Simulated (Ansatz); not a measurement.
C2H6N (SMILES C[CH]N), doublet, geometry from GFN2-xTB; Ansatz (a first-principles code) with R2SCAN/STO-3G.

The Ansatz input:
Ansatz 0.2 input:
```yaml
crystal:
  periodic: [false, false, false]
  atoms:
    - {symbol: C, position_ang: [1.23129600, -0.25669769, -0.09655273]}
    - {symbol: C, position_ang: [-0.05799116, 0.17393746, 0.49940779]}
    - {symbol: N, position_ang: [-1.20100732, 0.14966202, -0.31016964]}
    - {symbol: H, position_ang: [1.64723200, 0.48863493, -0.78864494]}
    - {symbol: H, position_ang: [1.96813276, -0.42204686, 0.68733552]}
    - {symbol: H, position_ang: [1.10338449, -1.18365188, -0.65721155]}
    - {symbol: H, position_ang: [-0.05524989, 0.94758192, 1.24931036]}
    - {symbol: H, position_ang: [-2.06668125, 0.26362547, 0.19896649]}
    - {symbol: H, position_ang: [-1.22959588, -0.64521633, -0.93569883]}
basis:
  gaussian:
    orbitals: STO-3G
hamiltonian:
  xc: r2scan
magnetization: {spin_polarized: true, initial_magnetization: 1}
accuracy: high
```

It wrote (shortened):

```
Functional definition: r2SCAN
399 factors; integrals over basis functions are off by at most 2.5e-8 eV
mean field evaluation 1: about -3612.2265 eV, gradient 5.5e0 eV
mean field evaluation 2: about -3612.3994 eV, gradient 3.5e0 eV
mean field evaluation 4: about -3612.4762 eV, gradient 3.8e-1 eV
mean field evaluation 8: about -3612.3977 eV, gradient 1.7e-2 eV
mean field evaluation 16: about -3612.3977 eV, gradient 9.7e-7 eV
mean field -3612.39766893 eV, -132.7531657621 hartree, gradient 1.8e-8 eV, S^2 0.752880; 0 other end points of the search recorded, 0 dependent functions left out
reference -3612.39766992 eV, -132.7531657985 hartree; 13, 12 occupied and 8, 9 virtual orbitals, 399 factors
Total energy: -3612.39766992 eV, -132.7531657985 hartree
```
